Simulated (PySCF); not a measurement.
Radial density of Be (beryllium, neutral)

B3LYP, [He] 2s2, closed-shell 1S. All numbers are calculated (PySCF 2.14, the spin-free X2C one-electron Hamiltonian (Gaussian nucleus), in aug-cc-pVDZ-DK (4s3p2d, 23 functions)).

| r (bohr) | 4πr²ρ (e/bohr) |
| --- | --- |
| 0.00835 | 0.02932 |
| 0.0141 | 0.07943 |
| 0.0236 | 0.2066 |
| 0.0398 | 0.5137 |
| 0.0669 | 1.170 |
| 0.112 | 2.317 |
| 0.189 | 3.616 |
| 0.318 | 3.846 |
| 0.535 | 2.194 |
| 0.900 | 0.6100 |
| 1.51 | 0.6733 |
| 2.55 | 0.7163 |
| 4.28 | 0.1853 |
| 7.21 | 0.007102 |

Densities and radii are taken from the X2C orbitals without a picture-change correction, which distorts them close to the nucleus.
